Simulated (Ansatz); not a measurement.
Born–Oppenheimer molecular dynamics of GaH5S (7 atoms, charge 0, multiplicity 1). It starts at the highest image of a converged band, a first-order saddle point between two minima.

Theory: RKS BHLYP-D4/def2-TZVP in Ansatz 0.2.0.

```json
{
 "ensemble": "NVE (velocity Verlet)",
 "time step": "0.5 fs",
 "steps asked": "200",
 "starting velocities drawn for": "100 K",
 "seed": "11119"
}
```

Frames 0.5 fs apart, positions in Å, forces in eV/Å.

Velocities at 75 fs (Å/ps):

```
Ga -3.85 -1.27 -1.58
H 8.78 12.00 -79.89
H 6.90 18.51 -28.59
H 24.55 5.78 -17.36
H -3.59 15.03 -100.32
S 7.08 1.08 10.34
H 4.15 2.31 6.53
```

```xyz
7
Properties=species:S:1:pos:R:3:forces:R:3 time_fs=75 energy_less_start_eV=-1.265 T=2058
Ga -0.686 -0.383 -0.157 -0.08 -0.21 0.17
H 0.603 1.031 -6.371 -0.19 -0.02 0.16
H -0.861 -1.747 -0.884 0.26 -0.09 0.05
H -1.782 0.686 -0.367 0.03 0.35 0.05
H 1.159 1.077 -6.845 0.19 0.02 -0.16
S 0.975 -0.101 1.285 -0.05 -0.63 -0.42
H 0.700 1.150 1.568 -0.17 0.59 0.15
7
Properties=species:S:1:pos:R:3:forces:R:3 time_fs=75.5 energy_less_start_eV=-1.264 T=2056
Ga -0.688 -0.384 -0.158 0.09 -0.21 0.22
H 0.607 1.037 -6.411 -0.11 -0.01 0.09
H -0.857 -1.738 -0.899 0.26 -0.14 0.05
H -1.770 0.690 -0.375 -0.05 0.41 0.06
H 1.157 1.084 -6.895 0.11 0.01 -0.09
S 0.979 -0.100 1.290 -0.13 -0.61 -0.47
H 0.702 1.152 1.571 -0.16 0.55 0.14
7
Properties=species:S:1:pos:R:3:forces:R:3 time_fs=76 energy_less_start_eV=-1.262 T=2052
Ga -0.690 -0.384 -0.159 0.24 -0.20 0.27
H 0.611 1.043 -6.450 -0.01 0.00 0.00
H -0.852 -1.729 -0.913 0.25 -0.18 0.05
H -1.757 0.694 -0.384 -0.11 0.47 0.06
H 1.156 1.092 -6.946 0.00 0.00 0.00
S 0.983 -0.100 1.296 -0.23 -0.56 -0.50
H 0.703 1.155 1.575 -0.15 0.47 0.12
7
Properties=species:S:1:pos:R:3:forces:R:3 time_fs=76.5 energy_less_start_eV=-1.258 T=2047
Ga -0.692 -0.385 -0.159 0.39 -0.18 0.32
H 0.615 1.049 -6.490 0.10 0.01 -0.09
H -0.847 -1.720 -0.927 0.24 -0.22 0.05
H -1.746 0.699 -0.392 -0.17 0.51 0.06
H 1.155 1.099 -6.996 -0.10 -0.01 0.09
S 0.986 -0.099 1.301 -0.33 -0.47 -0.53
H 0.705 1.159 1.579 -0.12 0.35 0.09
7
Properties=species:S:1:pos:R:3:forces:R:3 time_fs=77 energy_less_start_eV=-1.253 T=2039
Ga -0.694 -0.386 -0.160 0.51 -0.16 0.36
H 0.619 1.055 -6.530 0.18 0.02 -0.18
H -0.842 -1.712 -0.941 0.23 -0.25 0.06
H -1.734 0.706 -0.400 -0.21 0.54 0.07
H 1.153 1.107 -7.047 -0.18 -0.02 0.18
S 0.990 -0.099 1.306 -0.43 -0.35 -0.55
H 0.705 1.164 1.584 -0.10 0.22 0.06
7
Properties=species:S:1:pos:R:3:forces:R:3 time_fs=77.5 energy_less_start_eV=-1.247 T=2030
Ga -0.696 -0.386 -0.161 0.62 -0.13 0.39
H 0.624 1.061 -6.570 0.24 0.02 -0.24
H -0.836 -1.705 -0.954 0.22 -0.27 0.07
H -1.723 0.714 -0.408 -0.24 0.55 0.08
H 1.151 1.114 -7.097 -0.24 -0.02 0.24
S 0.993 -0.098 1.311 -0.53 -0.22 -0.57
H 0.706 1.170 1.588 -0.06 0.07 0.03
7
Properties=species:S:1:pos:R:3:forces:R:3 time_fs=78 energy_less_start_eV=-1.241 T=2020
Ga -0.698 -0.387 -0.162 0.71 -0.09 0.41
H 0.629 1.067 -6.611 0.26 0.03 -0.26
H -0.829 -1.699 -0.968 0.20 -0.28 0.09
H -1.712 0.723 -0.416 -0.25 0.54 0.09
H 1.149 1.122 -7.146 -0.26 -0.03 0.26
S 0.996 -0.098 1.316 -0.63 -0.09 -0.58
H 0.706 1.176 1.593 -0.03 -0.09 -0.01
7
Properties=species:S:1:pos:R:3:forces:R:3 time_fs=78.5 energy_less_start_eV=-1.234 T=2010
Ga -0.699 -0.388 -0.162 0.78 -0.04 0.42
H 0.635 1.073 -6.652 0.23 0.03 -0.25
H -0.822 -1.693 -0.981 0.19 -0.28 0.10
H -1.703 0.733 -0.424 -0.24 0.50 0.10
H 1.145 1.129 -7.195 -0.23 -0.03 0.25
S 1.000 -0.098 1.321 -0.73 0.04 -0.59
H 0.707 1.181 1.597 0.00 -0.23 -0.04
7
Properties=species:S:1:pos:R:3:forces:R:3 time_fs=79 energy_less_start_eV=-1.227 T=1999
Ga -0.701 -0.388 -0.163 0.83 0.02 0.42
H 0.641 1.079 -6.694 0.18 0.02 -0.19
H -0.815 -1.687 -0.994 0.18 -0.27 0.12
H -1.693 0.745 -0.431 -0.22 0.45 0.12
H 1.142 1.136 -7.243 -0.18 -0.02 0.19
S 1.003 -0.097 1.325 -0.82 0.15 -0.60
H 0.707 1.187 1.601 0.03 -0.36 -0.07
7
Properties=species:S:1:pos:R:3:forces:R:3 time_fs=79.5 energy_less_start_eV=-1.219 T=1987
Ga -0.703 -0.389 -0.164 0.87 0.09 0.42
H 0.648 1.086 -6.737 0.09 0.01 -0.11
H -0.806 -1.683 -1.007 0.16 -0.25 0.15
H -1.685 0.758 -0.438 -0.18 0.39 0.14
H 1.138 1.144 -7.290 -0.09 -0.01 0.11
S 1.006 -0.097 1.330 -0.90 0.23 -0.62
H 0.708 1.191 1.605 0.05 -0.46 -0.09
7
Properties=species:S:1:pos:R:3:forces:R:3 time_fs=80 energy_less_start_eV=-1.211 T=1973
Ga -0.705 -0.390 -0.164 0.89 0.17 0.41
H 0.655 1.092 -6.779 0.00 0.00 0.00
H -0.798 -1.679 -1.020 0.15 -0.23 0.18
H -1.676 0.772 -0.445 -0.14 0.30 0.16
H 1.133 1.151 -7.338 0.00 0.00 0.00
S 1.010 -0.097 1.335 -0.97 0.29 -0.64
H 0.708 1.194 1.609 0.07 -0.53 -0.11
7
Properties=species:S:1:pos:R:3:forces:R:3 time_fs=80.5 energy_less_start_eV=-1.201 T=1958
Ga -0.706 -0.390 -0.165 0.91 0.25 0.39
H 0.662 1.098 -6.822 -0.09 -0.01 0.11
H -0.789 -1.675 -1.032 0.13 -0.20 0.21
H -1.668 0.786 -0.452 -0.09 0.21 0.19
H 1.129 1.158 -7.385 0.09 0.01 -0.11
S 1.013 -0.096 1.340 -1.03 0.31 -0.67
H 0.709 1.196 1.613 0.08 -0.57 -0.11
```

Of the whole run (100 fs, mean temperature of the second half 1732 K): The conserved energy stayed within 0.047 meV per atom of its start (net change 0.029 meV per atom), so the integration is sound. The kinetic energy rose, since the run started high on the potential surface and went downhill. It ends in pieces (GaH3S + H2), so much of that is their flight and rotation, not heat. A run of 0.1 ps of so small a system gives no equilibrium averages. The orbitals stay closed-shell, which can raise the energy where a bond breaks towards radicals; this wasn't checked here.

The run took 2.1 min on 2 threads of AMD EPYC 9R45 96-Core Processor (Zen 5), on a shared host, peak memory 0.31 GiB.
